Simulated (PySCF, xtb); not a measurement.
Ge(H)3(Me) (CH₆Ge), SMILES [GeH3][CH3].

GFN2-xTB (xtb) at its own geometry gives an orbital gap of 8.82 eV and a dipole moment of 1.13 D.

Geometry optimised at B3LYP-D3(BJ)/def2-TZVP.

Task: What does ωB97X/def2-TZVPD in PySCF give? (Estimate from the structure and the level; the computed values follow.)

Result: gap 13.19 eV (levels -11.27 and 1.92 eV), dipole 0.68 D.
